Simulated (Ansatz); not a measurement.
C₂H₂F, SMILES FC=[CH], multiplicity 2.

Coordinates come from a B3LYP-D3(BJ)/def2-TZVP optimisation. The isomer is the one that the SMILES or the coordinates give; other isomers of the formula were not compared.

Two levels are set side by side: PBE/def2-TZVPD (Ansatz, a first-principles code) and PBE0/def2-TZVPD (Ansatz). Energy differences of separate SCF runs at the same geometry; the states with an electron removed or added have multiplicity 3 and 1. Differences are taken from unrounded values.

```tsv
quantity	PBE0	PBE	PBE minus PBE0
vertical ionisation energy (eV)	10.60	10.59	-0.02
vertical electron affinity (eV)	0.75	0.89	0.14
```
